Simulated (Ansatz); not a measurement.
Reactions of `[CH3][In]([SiH3])[Cl]`.

Calculated with Ansatz (gas phase, PBE0-D4/def2-TZVP geometries, no zero-point term in ΔE). CCSD(T)/CBS adds triple-zeta CCSD(T) − MP2 to the extrapolated MP2 energy (def2 sets, frozen cores). This one scheme is used for every species. Functionals use def2-TZVPP. B3LYP here is the variant with VWN-RPA as its local correlation; programs differ in this. Elements past krypton have def2 core potentials. For Br, In, Y outer-core shells are correlated without core-valence functions, which leaves a few kJ/mol of doubt a bond. Scalar relativity is left out up to krypton. One conformer a species, not always the lowest.

```json
{"reaction": "`[CH3][In]([SiH3])[Cl]` + `C=C(O)F` → `C=C(F)O[SiH3]` + `[CH3][InH][Cl]`", "B3LYP-D4 (eV)": "-0.52", "HF/CBS(def2) (eV)": "-0.76", "ωB97M-V (eV)": "-0.54", "PBE0-D4 (eV)": "-0.36"}
{"reaction": "`[CH3][In]([SiH3])[Cl]` + `OBC(F)[SiH3]` → `FC([SiH3])B[SiH3]` + `[CH3][In]([OH])[Cl]`", "B3LYP-D4 (eV)": "1.67", "HF/CBS(def2) (eV)": "1.93", "ωB97M-V (eV)": "1.67", "PBE0-D4 (eV)": "1.63"}
{"reaction": "`[CH3][In]([SiH3])[Cl]` + H–F → `[CH3][In]([F])[Cl]` + SiH₄", "B3LYP-D4 (eV)": "-0.37", "HF/CBS(def2) (eV)": "-0.59", "ωB97M-V (eV)": "-0.36", "PBE0-D4 (eV)": "-0.20"}
{"reaction": "`[CH3][In]([SiH3])[Cl]` + `FBOC[SiH3]` → `[SiH3]BOC[SiH3]` + `[CH3][In]([F])[Cl]`", "B3LYP-D4 (eV)": "1.51", "HF/CBS(def2) (eV)": "1.64", "ωB97M-V (eV)": "1.54", "PBE0-D4 (eV)": "1.53"}
{"reaction": "`[CH3][In]([SiH3])[Cl]` + `ClC(Br)Br` → `[CH3][In]([Cl])[Cl]` + `[SiH3]C(Br)Br`", "B3LYP-D4 (eV)": "-1.69", "HF/CBS(def2) (eV)": "-2.05", "ωB97M-V (eV)": "-1.74", "PBE0-D4 (eV)": "-1.63"}
{"reaction": "`[CH3][In]([SiH3])[Cl]` + `N=C(N)N` → `[CH3][In]([NH2])[Cl]` + `N=C(N)[SiH3]`", "B3LYP-D4 (eV)": "0.33", "HF/CBS(def2) (eV)": "0.39", "ωB97M-V (eV)": "0.32", "PBE0-D4 (eV)": "0.47"}
{"reaction": "`[CH3][In]([SiH3])[Cl]` + `NC(F)(F)S` → `NC(F)([SiH3])S` + `[CH3][In]([F])[Cl]`", "B3LYP-D4 (eV)": "-0.58", "HF/CBS(def2) (eV)": "-0.48", "ωB97M-V (eV)": "-0.53", "PBE0-D4 (eV)": "-0.40"}
{"reaction": "`[CH3][In]([SiH3])[Cl]` + HCl → `[SiH3][In]([Cl])[Cl]` + CH₄", "B3LYP-D4 (eV)": "-1.54", "HF/CBS(def2) (eV)": "-1.74", "ωB97M-V (eV)": "-1.50", "PBE0-D4 (eV)": "-1.49"}
{"reaction": "`[CH3][In]([SiH3])[Cl]` + `CNB[SiH3]` → `CN([SiH3])B[SiH3]` + `[CH3][InH][Cl]`", "B3LYP-D4 (eV)": "0.10", "HF/CBS(def2) (eV)": "0.02", "ωB97M-V (eV)": "0.05", "PBE0-D4 (eV)": "0.18"}
{"reaction": "`[CH3][In]([SiH3])[Cl]` + `[OH][Y]([OH])[Cl]` → `[SiH3][In]([Cl])[Cl]` + `[CH3][Y]([OH])[OH]`", "B3LYP-D4 (eV)": "1.28", "HF/CBS(def2) (eV)": "1.31", "ωB97M-V (eV)": "1.28", "PBE0-D4 (eV)": "1.29"}
```

(1) Give the CCSD(T)/CBS values in the same order. (Estimate.)

Largest T1 diagnostic: 0.015, for `[SiH3]BOC[SiH3]`.

## Answers

(1) The calculation gave: -0.50, 1.58, -0.31, 1.48, -1.77, 0.21, -0.63, -1.47, 0.08, 1.30 eV.
